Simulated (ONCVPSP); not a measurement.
Zr (Z = 40), ONCV: configuration errors across variants

```json
{
 "Element": "Zr (Z = 40)",
 "Generator": "ONCVPSP 4.0.1",
 "Type": "optimised norm-conserving Vanderbilt (ONCV)",
 "Functional": "PBE",
 "Relativity": "scalar-relativistic",
 "Frozen core": "[Ar] 3d10",
 "Valence charge": "12",
 "Reference configuration": "4s2 4p6 4d2 5s2",
 "Partial waves": "4s+5s: rc 1.85 bohr, ncon 3, nbas 7, qcut 7.4 1/bohr, 2 projectors; 4p: rc 1.80 bohr, ncon 3, nbas 7, qcut 7 1/bohr, 1 projector; 4d: rc 3.05 bohr, ncon 4, nbas 9, qcut 4.9 1/bohr, 2 projectors, debl 1 Ha; f scattering state at 0.22 Ha: rc 2.80 bohr, ncon 3, nbas 6, qcut 4.3 1/bohr, 3 projectors, debl 2.1 Ha",
 "Local potential": "polynomial inside 1.80 bohr (lpopt 5, dvloc0 0 Ha)",
 "Core correction": "Teter function, fcfact 3, rcfact 1.1"
}
```

All-electron excitation energies from the reference (eV): (1) 4s2 4p6 4d2 5s1 7.137; (2) 4s2 4p6 4d2 5s0 20.078; (3) 4s2 4p6 4d1 5s0 42.704; (4) 4s2 4p6 4d2 5s0 5p2 6.214.

Errors AE − PS in meV (a dash: test not solved or not reliable):

```tsv
change	(1)	(2)	(3)	(4)	bound ghosts	GHOST(+) flags above zero
base	-1.1	-9.7	+46	-35	none	none
core correction Teter function, fcfact 7.4, rcfact 1.1	-1.1	-9.8	+46	-35	none	none
all radii but the core radius scaled by about 1.33 (s 2.46, p 2.40, d 4.06, f 3.74 bohr); local potential polynomial inside 2.40 bohr (lpopt 5, dvloc0 0 Ha)	-3.2	-37	+186	-48	none	none
local potential polynomial inside 1.80 bohr (lpopt 5, dvloc0 3.5 Ha)	-1.2	-10	+46	-36	none	s
```

Problem. Give the same row for: core correction Teter function, fcfact 3, rcfact 1.4.

Solution. -1.1, -9.8, +46, -35; bound ghosts: none; GHOST(+) flags above zero: none.
